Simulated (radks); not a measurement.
Valence configurations of Zr IV (all share [Kr]). Method: Dirac Kohn-Sham, PBE, spin-unpolarised, spherical densities, finite nucleus; open shells are shared between the two j in proportion to 2j + 1; Fermi nuclear charge, rms radius 4.2694 fm; computed with a radial shooting solver on a logarithmic mesh with Libxc functionals. Energies are relative to 4d1; eigenvalues in eV.

valence,E (eV),e(4d3/2),e(4d5/2),e(5p1/2),e(5p3/2),e(5s1/2)
4d1,0.000,-28.310,-28.123,-,-,-
4d0.5 5s0.5,2.094,-29.757,-29.561,-,-,-25.142
5s1,4.499,-,-,-,-,-25.993
4d0.5 5p0.5,4.795,-30.196,-29.999,-20.255,-19.933,-
5p1,10.035,-,-,-21.266,-20.931,-

NIST lists [Kr] 4d1 as the ground configuration; this level of theory agrees among the configurations tried. The energies are those of spherical spin-averaged densities, not of single terms.
